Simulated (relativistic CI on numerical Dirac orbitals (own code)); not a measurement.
## Ce²⁺: 3d photoemission

Computed with this model: Dirac-Coulomb-Breit CI, KLI orbitals optimised for each configuration, a model potential for QED, valence Slater integrals scaled by 0.9, multiplet model of photoemission in the sudden approximation; configurations [Xe] 4f2 → [Ar] 3d9 4s2 4p6 4d10 4f2 5s2 5p6; 300 K; Lorentzian 1.26 eV and Gaussian 0.7 eV FWHM. Energies are those of the free ion, without screening or charge transfer. The energies are binding energies and can lie tens of eV above those of solids. S is read from ⟨S²⟩ = S(S + 1).

free ion: ground-state S = 0.98, centroid 905.42 eV. Peaks (eV, height): 897.6 (100), 916.4 (52), 918.6 (27), 920.4 (15).

Strongest unbroadened transitions for free ion:

```tsv
Energy (eV)	Relative strength
896.41	27.2
896.53	26.2
896.78	15.5
897.20	7.0
897.26	100.0
897.44	16.9
897.82	26.5
898.03	11.4
898.07	47.7
898.28	18.7
898.45	31.3
899.31	8.9
899.38	17.8
915.54	81.9
916.07	12.8
916.71	66.5
918.64	43.9
920.59	21.6
```
